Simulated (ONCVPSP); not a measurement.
## Configuration tests for lanthanum (ONCV)

* Element: La
* Generator: ONCVPSP 4.0.1
* Type: optimised norm-conserving Vanderbilt (ONCV)
* Functional: PBE
* Relativity: scalar-relativistic
* Frozen core: [Kr] 4d10
* Valence charge: 11
* Reference configuration: 5s2 5p6 5d1 6s1 (charge +1)
* Partial waves: 5s+6s: rc 2.55 bohr, ncon 4, nbas 9, qcut 5.4 1/bohr, 3 projectors, debl 2.9 Ha; 5p: rc 2.30 bohr, ncon 4, nbas 8, qcut 6.4 1/bohr, 3 projectors, debl 1.5 Ha; 5d: rc 3.85 bohr, ncon 4, nbas 9, qcut 4.1 1/bohr, 2 projectors, debl 2.1 Ha; f scattering state at 0.45 Ha: rc 3.95 bohr, ncon 4, nbas 7, qcut 2.5 1/bohr, 2 projectors, debl 0.5 Ha
* Local potential: polynomial inside 1.80 bohr (lpopt 4, dvloc0 6 Ha)
* Core correction: none

In the f channel the program set the typed energies aside and used -0.374, 0.126 Ha.

Energies are relative to the spin-unpolarised reference configuration 5s2 5p6 5d1 6s1; without spin polarisation the order of configurations can differ from experiment.

| valence configuration | charge | ΔE all-electron (eV) | error AE − PS (meV) |
| --- | --- | --- | --- |
| 5s2 5p6 5d1 6s2 | 0 | -5.966 | +0.4 |
| 5s2 5p6 5d1.5 6s1.5 | 0 | -5.619 | +1.0 |

What are ΔE and the potential's error for 5s2 5p6 5d1 6s0?

ΔE = 10.888 eV all-electron; the error (AE − PS) is -3.4 meV.

What are ΔE and the potential's error for 5s2 5p6 5d0 6s0?

ΔE = 29.838 eV all-electron; the error (AE − PS) is +27 meV.
